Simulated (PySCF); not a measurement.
Al(H)(NHMe)(OH) (CH6AlNO), SMILES [AlH]([OH])[NH]C. Heavy atoms are numbered as in [AlH:1]([NH:3][CH3:4])[OH:9]. Hydrogens are named by the atom that carries them.

Coordinates come from a PBE0-D3(BJ)/def2-SVP optimisation. One conformer was computed; it need not be the lowest.

The numbers are results of HF/pcSseg-1 (PySCF), not measurements.

GIAO shieldings, no solvent; atoms alike by connectivity are averaged. δ = σ(ref) − σ: ¹H against TMS (σ = 31.99 ppm); ¹⁵N against NH3 (σ = 267.3 ppm); ¹³C against TMS (σ = 192.6 ppm); ¹⁷O against H2O (σ = 333.0 ppm), references at their B3LYP-D3(BJ)/def2-TZVP geometries, non-relativistic.

Estimate the chemical shifts. (An estimate is asked for; the answer gives what the named calculation found.)


| nucleus | atoms | count | δ (ppm) |
|---|---|---|---|
| ¹H | H on Al1 | 1 | 4.09 |
| ¹H | H on C4 | 3 | 2.97 |
| ¹H | H on O9 | 1 | 2.06 |
| ¹H | H on N3 | 1 | 0.46 |
| ¹⁵N | N3 (NH) | 1 | 23.7 |
| ¹³C | C4 (CH3) | 1 | 30.7 |
| ¹⁷O | O9 (OH) | 1 | 15.0 |
